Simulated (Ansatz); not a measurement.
C₂H₄FSi (`[CH]=C[SiH2]F`) radical at its PBE0-D4/def2-TZVP geometry, where that method's forces vanish. Charge 0, multiplicity 2.

```xyz
8

C    -1.0639    1.2788   -0.3610
C    -0.4686    0.1475   -0.6154
Si    0.7618   -0.5580    0.5823
F     0.2576   -1.9935    1.0835
H    -1.7776    1.9560   -0.8112
H    -0.6721   -0.3853   -1.5525
H     2.0702   -0.7779   -0.0819
H     0.8926    0.3325    1.7563
```

What forces (eV/Å) does PBE-D4/def2-TZVPP give on these atoms in Ansatz? (Best estimate.)

Computed: 
```
C1  -0.066  0.235  0.155
C2   0.085 -0.116 -0.011
Si3  0.170  0.340 -0.087
F4  -0.194 -0.563  0.197
H5  -0.154  0.167 -0.075
H6  -0.017 -0.165 -0.216
H7   0.159 -0.014 -0.090
H8   0.017  0.116  0.125
```
